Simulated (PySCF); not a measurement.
**How methods differ on the excitation energy of Kr+**

Kr+ [Ar] 3d10 4s2 4p5 (2P) → Kr+ [Ar] 3d10 4s2 4p4 5s1 (4P), as a difference of total energies. Computed with PySCF 2.14 in aug-cc-pwCVTZ-PP with ECP10MDF (8s7p6d4f1g, 96 functions), with a scalar-relativistic core potential. Correlated levels: valence: 3s2 3p6 3d10 frozen. The calculations carry no spin-orbit coupling.

```
           method  excitation energy (eV)  error (eV)
              UHF                  13.384      -0.575
    MP2 (valence)                  13.797      -0.162
SCS-MP2 (valence)                  13.931      -0.028
   CCSD (valence)                  13.795      -0.164
CCSD(T) (valence)                  13.792      -0.167
```

Reference: 13.959 eV (measured; NIST levels, between the centres of gravity of the two terms).

Errors of the correlated levels include the incompleteness of this basis and the frozen core.
